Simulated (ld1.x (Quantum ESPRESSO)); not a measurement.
## Reading a pseudo-wave (beryllium (Be))

Columns: radius, all-electron u(r) and pseudo u(r) of the 2p shell (level -2.37 eV) of beryllium in the configuration [He] 2s1.5 2p0.5; LDA (PZ), scalar-relativistic, TM scheme, ld1.x (Quantum ESPRESSO) 7.5.

```csv
r (bohr),all-electron,pseudo
0.217,0.0500,0.0164
0.435,0.1426,0.0639
0.652,0.2370,0.1360
0.870,0.3207,0.2243
1.088,0.3898,0.3177
1.305,0.4439,0.4048
1.522,0.4840,0.4773
1.740,0.5115,0.5301
1.957,0.5276,0.5609
2.175,0.5343,0.5721
2.392,0.5332,0.5676
2.610,0.5257,0.5525
2.827,0.5135,0.5314
3.045,0.4974,0.5075
3.262,0.4786,0.4833
3.480,0.4579,0.4595
3.697,0.4359,0.4362
3.915,0.4131,0.4131
4.132,0.3901,0.3901
4.350,0.3670,0.3670
4.567,0.3444,0.3444
4.785,0.3222,0.3222
5.002,0.3009,0.3009
5.220,0.2802,0.2802
5.437,0.2606,0.2606
5.655,0.2418,0.2418
```

(1) How many radial nodes do the two functions have?

(2) At about which radius was the pseudo-wave matched?

(3) Is the pseudo-wave norm-conserving?

Answers

(1) The all-electron 2p function has n − l − 1 = 0; the pseudo-wave has 0.

(2) 4.20 bohr. The columns agree to 0.0005 from 3.70 bohr on; several derivatives are matched, so the curves merge somewhat inside the radius.

(3) Yes: the TM scheme keeps the norm inside the radius equal to the all-electron one, which fixes the energy derivative of the logarithmic derivative at the level.
